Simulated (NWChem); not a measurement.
Molecule: C4H4O2; SMILES O=C1CC(C1)=O

```xyz
10

O      0.0000     2.2701     0.0000
C      0.0000     1.0646     0.0000
C      1.1210     0.0000     0.0000
C      0.0000    -1.0646     0.0000
O      0.0000    -2.2701     0.0000
C     -1.1210     0.0000     0.0000
H      1.7779     0.0000     0.8969
H      1.7779     0.0000    -0.8969
H     -1.7779     0.0000    -0.8969
H     -1.7779     0.0000     0.8969
```
Atoms are numbered in this order, from 1.

All runs: NWChem. The geometry was optimised at PBE-D3(BJ)/def2-SVP. Level PBE/def2-SVP: energy and gradient on several grids; changes count from the extra-fine grid, which is no exact limit either.

```json
[
 {"grid": "xcoarse", "size of the energy change (μHa)": "2000", "largest change of a gradient component (μHa/bohr)": "2000"},
 {"grid": "coarse", "size of the energy change (μHa)": "40", "largest change of a gradient component (μHa/bohr)": "200"},
 {"grid": "medium", "size of the energy change (μHa)": "< 10", "largest change of a gradient component (μHa/bohr)": "< 30"},
 {"grid": "fine", "size of the energy change (μHa)": "< 10", "largest change of a gradient component (μHa/bohr)": "< 30"},
 {"grid": "xfine", "size of the energy change (μHa)": "< 10", "largest change of a gradient component (μHa/bohr)": "< 30"}
]
```
